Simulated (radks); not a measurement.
The numbers below are computed, except where a source is named.
The caesium ion Cs18+, configuration [Kr] 4d1. Level of theory: scalar-relativistic Kohn-Sham, r2SCAN, spin-polarised, spherical densities, finite nucleus; open shells are filled with parallel spins first (spin-orbit coupling, left out, can overturn this in heavy ions); meta-GGA in the generalised Kohn-Sham scheme; Fermi nuclear charge, rms radius 4.8041 fm (a radial shooting solver on a logarithmic mesh with Libxc functionals). Some entries of the table are withheld. Estimate them.

| orbital | occ. | eigenvalue (Ry) | <r^2> (bohr^2) | <r> (bohr) |
|---|---|---|---|---|
| 1s down | 1 | -2669.772 | 0.0009255 | 0.02611 |
| 1s up | 1 | -2669.772 | 0.0009255 | 0.02611 |
| 2s up | 1 | -448.8577 | 0.01481 | 0.1120 |
| 2s down | 1 | -448.7941 | 0.01480 | 0.1120 |
| 2p up | 3 | -406.0011 | 0.01176 | 0.09815 |
| 2p down | 3 | -405.9533 | 0.01176 | 0.09814 |
| 3s up | 1 | -119.4163 | 0.1005 | 0.2966 |
| 3s down | 1 | -119.3987 | 0.1005 | 0.2966 |
| 3p up | 3 | -105.5239 | 0.1003 | 0.2943 |
| 3p down | 3 | -105.4992 | 0.1003 | 0.2942 |
| 3d up | 5 | -85.34605 | 0.08601 | (1) |
| 3d down | 5 | -85.29711 | 0.08599 | (2) |
| 4s up | 1 | -45.83608 | (3) | 0.6484 |
| 4s down | 1 | -45.64408 | (4) | 0.6485 |
| 4p up | 3 | -40.97577 | 0.5096 | 0.6723 |
| 4p down | 3 | -40.78260 | 0.5097 | 0.6723 |
| 4d up | 1 | -33.81262 | 0.5590 | 0.7001 |
| 4d down | 0 | -33.61503 | 0.5584 | 0.6996 |

Answer. 
(1) 3d up <r> (bohr): 0.2702
(2) 3d down <r> (bohr): 0.2702
(3) 4s up <r^2> (bohr^2): 0.4715
(4) 4s down <r^2> (bohr^2): 0.4716
